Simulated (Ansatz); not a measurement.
A structure relaxed at r2SCAN-D4/def2-TZVP in Ansatz, charge 0, doublet:

Cartesian coordinates in Å:
```
Ge -0.163 -0.603 -0.169
Ge 0.653 1.603 -0.655
H -0.312 -1.715 -1.233
H 0.453 1.941 0.889
H -0.632 -1.225 1.168
```

(1) Give its formula and point group.

(2) Summarise the bond lengths by kind (pairs closer than 1.2 times the sum of covalent radii, bridged metal pairs left out).

Answers

(1) Ge₂H₃ (the lowest doublet isomer of a short search). Point group Cs (tolerance 0.1 Å).

(2) 1 × Ge–Ge 2.40 Å; 3 × Ge–H 1.55 to 1.59 Å.

The structure comes from a short search, and lower isomers may exist.
